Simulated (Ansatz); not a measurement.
Geometry optimisation, RKS PBE0-D4/def2-SVP (Ansatz 0.2.0).

Input:

```yaml
crystal:
  periodic: [false, false, false]
  atoms:
    - { symbol: O, position_ang: [-1.5648, -0.741, 0.6175] }
    - { symbol: C, position_ang: [-0.34, -0.934, 0.0874] }
    - { symbol: O, position_ang: [-0.5032, -1.9111, -0.909] }
    - { symbol: "N", position_ang: [0.1714, 0.2669, -0.5723] }
    - { symbol: Si, position_ang: [1.0266, 1.4427, 0.1925] }
    - { symbol: H, position_ang: [-1.8765, -1.5465, 0.9566] }
    - { symbol: H, position_ang: [0.3645, -1.2966, 0.8744] }
    - { symbol: H, position_ang: [-0.2587, -1.389, -1.7122] }
    - { symbol: H, position_ang: [-0.7635, 0.7286, -0.8084] }
    - { symbol: H, position_ang: [2.2814, 0.8217, 0.7001] }
    - { symbol: H, position_ang: [0.2304, 1.9768, 1.3676] }
    - { symbol: H, position_ang: [1.3093, 2.5265, -0.7602] }
basis:
  gaussian: { orbitals: def2-SVP }
hamiltonian:
  xc: pbe0
  dispersion: d4
relax:
  f_tol: 0.02
  max_steps: 50
```

Command:

```bash
$ ansatz run input.yaml --threads 2 --pin off --max-ram 3072MiB --backend cpu --events-out ev --progress --plain --runs-dir out
```

Where does it end, and by what steps?

The run converged. After 17 steps the energy has fallen by 0.693 eV; H8 moved furthest, 0.49 Å.

| step | energy less start (eV) | largest force component (eV/Å) | accepted |
| --- | --- | --- | --- |
| 0 | 0.0000 | 4.754 | yes |
| 1 | -0.4983 | 2.155 | yes |
| 2 | -0.6217 | 0.247 | yes |
| 3 | -0.6393 | 0.182 | yes |
| 4 | -0.6475 | 0.435 | yes |
| 5 | -0.6522 | 0.423 | yes |
| 6 | -0.6619 | 0.512 | yes |
| 7 | -0.6677 | 0.469 | yes |
| 8 | -0.6767 | 0.451 | yes |
| 9 | -0.5775 | 2.344 | no |
| 10 | -0.6868 | 0.147 | yes |
| 11 | -0.6909 | 0.068 | yes |
| 12 | -0.6920 | 0.044 | yes |
| 13 | -0.6916 | 0.168 | no |
| 14 | -0.6926 | 0.023 | yes |
| 15 | -0.6926 | 0.044 | yes |
| 16 | -0.6928 | 0.024 | yes |
| 17 | -0.6928 | 0.009 | yes |

```xyz
12
Properties=species:S:1:pos:R:3
O -1.504 -0.793 0.841
C -0.399 -0.892 0.010
O -0.743 -1.786 -1.007
N -0.053 0.383 -0.516
Si 0.994 1.514 0.300
H -1.852 -1.685 0.963
H 0.484 -1.271 0.574
H -0.009 -1.805 -1.631
H -0.829 0.767 -1.052
H 2.175 0.740 0.788
H 0.395 2.237 1.467
H 1.418 2.537 -0.702
```

Time of the run: 56 s on 2 threads of Arm Neoverse V1 (shared host), peak memory 0.24 GiB.
